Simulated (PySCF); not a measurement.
# Continuum solvent and chemical shifts

Mapped SMILES: `[CH3:1][C@@H:2]1[CH2:3][C@@H:4]([F:5])[CH2:6][S:7][S:8]1`. Hydrogens are named by the atom that carries them. Ha(C3), Ha(C6) are cis to C1 on the ring; Hb(C3), Hb(C6) are trans to C1 on the ring.

GIAO PBE0/pcSseg-1 in PySCF 2.14.0 with density-fitted response routines on one PBE0-D3(BJ)/def2-SVP conformer, non-relativistic, equivalent nuclei averaged. Solvents enter as an IEF-PCM continuum (cyclohexane with ε = 2.0, acetone with ε = 20.5) around the gas-phase geometry. Shifts are referred to TMS, CFCl3, CS2 computed in the same medium.

In cyclohexane, δ in ppm: C4 86.0, C2 47.6, C6 43.3, C3 42.5, C1 19.9, F5 -186.1, S8 99.5, S7 -0.7, H(C4) 4.50, H(C2) 3.04, Ha(C6) 2.82, Hb(C6) 2.62, Ha(C3) 2.01, Hb(C3) 1.73. Dipole moment 1.86 D.

Question: How does each δ change in the more polar medium?

Answer: 
```csv
atoms,environment,"Δδ, acetone"
C4,sp3 CH bonded to F,+1.0
C2,sp3 CH bonded to S,+1.2
C6,sp3 CH2 bonded to S,+0.3
C3,sp3 CH2 in a ring,+0.2
C1,methyl carbon,+0.4
F5,fluorine on an sp3 carbon,-2.5
S8,disulfide sulfur,-7.5
S7,disulfide sulfur,-4.9
H(C4),hydrogen on an sp3 CH bonded to F,+0.15
H(C2),hydrogen on an sp3 CH bonded to S,+0.22
Ha(C6),hydrogen on an sp3 CH2 bonded to S,+0.14
Hb(C6),hydrogen on an sp3 CH2 bonded to S,+0.03
Ha(C3),hydrogen on an sp3 CH2 in a ring,+0.11
Hb(C3),hydrogen on an sp3 CH2 in a ring,+0.01
```

Changes are relative to cyclohexane. The dipole moment becomes 2.27 D in acetone.

Question: Which nuclei move most (in ppm), and what does the model miss?

Answer: S8 (disulfide sulfur, -7.5 ppm) in acetone. A continuum only polarises the solute; specific hydrogen bonds, the anisotropy of aromatic solvents and changes of geometry or conformer are outside it.
